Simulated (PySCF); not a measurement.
BeBrCl.

```xyz
3

Be     0.0000     0.0000    -0.6751
Cl     0.0000     0.0000    -2.4780
Br     0.0000     0.0000     1.2808
```
Charge 0, spin multiplicity 1.

Geometry optimised at r2SCAN-D4/def2-TZVP.

Method: PBE0/pcSseg-2 (PySCF). Non-relativistic, no solvent.

Task: Give the absolute GIAO shielding of each atom: isotropic value and principal components (ppm). (The exact figures need the calculation; the answer reports its results.)

Result: 
```tsv
atom	σ(iso)	σ11	σ22	σ33	span
Be1	91.7	52.8	52.8	169.6	116.8
Cl2	950.5	850.0	850.0	1151.4	301.3
Br3	2752.8	2565.1	2565.1	3128.3	563.3
```
